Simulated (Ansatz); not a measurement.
A basis-limit estimate, worked out

An elementary step of Si4NH13, closed shell (Si₄H₁₀ ([SiH3][SiH]([SiH3])[SiH3]) + NH₃ → Si₃NH₉ ([NH2][SiH]([SiH3])[SiH3]) + SiH₄; bonds formed: Si1–N7, Si2–H6; bonds broken: Si1–Si2, H6–N7). “Start” is the structure reached by relaxing down from the saddle towards the reactants; PBE0-D4/def2-TZVP structures. The saddle:

Si1  (-0.144, 1.248, -0.057)
Si2  (0.493, -1.997, 0.239)
Si3  (-0.267, 0.456, -2.246)
Si4  (-1.640, 0.362, 1.486)
H5  (-0.114, 2.751, -0.019)
H6  (1.525, -0.103, 0.568)
N7  (1.600, 0.993, 0.583)
H8  (1.723, -2.805, -0.096)
H9  (-0.499, -2.487, -0.777)
H10  (0.010, -2.635, 1.513)
H11  (-0.593, 1.594, -3.156)
H12  (1.048, -0.094, -2.671)
H13  (-1.334, -0.564, -2.349)
H14  (-0.928, 0.109, 2.767)
H15  (-2.714, 1.364, 1.764)
H16  (-2.261, -0.875, 0.958)
H17  (2.336, 1.334, -0.031)
H18  (1.759, 1.347, 1.523)
(Å)

Computed with Ansatz 0.2.0 (basis: def2-TZVPP and def2-QZVPP); correlated methods freeze the cores.

Energies in eV:

| quantity | saddle | start |
| --- | --- | --- |
| Hartree–Fock, triple zeta (X = 3) | -33135.79379 | -33138.11033 |
| Hartree–Fock, quadruple zeta (X = 4) | -33136.84277 | -33139.15128 |
| MP2 correlation, X = 3 | -21.08224 | -20.57683 |
| MP2 correlation, X = 4 | -22.55866 | -22.04450 |
| CCSD(T) correlation, X = 3 | -24.59522 | -24.09903 |

Problem. Work out the barrier at the basis limit: extrapolate Hartree–Fock as E(X) = E∞ + A exp(−7.88 √X) and the MP2 correlation as E(X) = E∞ + B X^−2.97 (the exponents that Neese and Valeev fitted for def2-TZVPP and QZVPP), then add CCSD(T) − MP2 in triple zeta.

Solution. Each step is linear, so take the differences first (saddle − start): Hartree–Fock 2.31654 (X = 3) and 2.30851 (X = 4); MP2 correlation -0.50541 and -0.51416; CCSD(T) correlation -0.49619.
Two points give E∞ = E(4) + w [E(4) − E(3)], with w = 1/(exp(7.88 (2 − √3)) − 1) = 0.1377 for Hartree–Fock and w = 1/((4/3)^2.97 − 1) = 0.7407 for the correlation.
Hartree–Fock: 2.30851 + 0.1377 × (-0.00803) = 2.3074 eV.
MP2 correlation: -0.51416 + 0.7407 × (-0.00875) = -0.5206 eV.
CCSD(T) − MP2: -0.49619 − (-0.50541) = 0.0092 eV.
Sum: 2.3074 + (-0.5206) + 0.0092 = 1.7960 eV, or 41.42 kcal/mol. Plain CCSD(T) in triple zeta gives 1.8203 eV, so the larger basis shifts the result by -0.0243 eV.

No T1 diagnostic of these runs exceeds 0.015.

Labels in which every atom is bracketed show which atoms are joined, not bond orders.

For scale, one of the runs: CCSD(T)/def2-TZVPP, 381 basis functions, launched by `ansatz run in.yaml --threads 2 --pin off --events-out ev --progress --plain --max-ram 32768MiB --backend cuda --devices 0, --max-vram 18GiB`. The run took 28 s on 2 CPU threads of an AMD EPYC 7R13 and a share of one NVIDIA H100 (shared host), with 0.95 GiB of host memory at its peak.
